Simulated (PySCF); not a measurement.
Electronic structure of Rb⁺ (rubidium, charge +1) at the PBE level

Configuration: [Kr], closed-shell 1S. Calculation: PySCF 2.14, in aug-cc-pVTZ-X2C; the spin-free X2C one-electron Hamiltonian (Gaussian nucleus).

```
Total energy                        : -2980.48 hartree
One-electron energy                 : -4123.97 hartree
Hartree (Coulomb) energy            : 1244.60 hartree
Exchange-correlation energy         : -101.10 hartree
⟨S²⟩                                : 0.0000
⟨L²⟩                                : 0.000
Sum of ⟨r⟩                          : 23.96 bohr
Sum of ⟨r²⟩                         : 31.44 bohr²
Langevin diamagnetic susceptibility : -24.9 ×10⁻⁶ cm³/mol
```

```tsv
shell	electrons	mean orbital energy (hartree)	rms radius, mean of both spins (bohr)
1s	2	-552.00946	0.0464
2s	2	-73.94203	0.193
2p	6	-65.58451	0.171
3s	2	-11.15134	0.547
3p	6	-8.46859	0.560
3d	10	-4.02983	0.580
4s	2	-1.38566	1.56
4p	6	-0.79865	1.85
```

Densities and radii are taken from the X2C orbitals without a picture-change correction, which distorts them close to the nucleus.
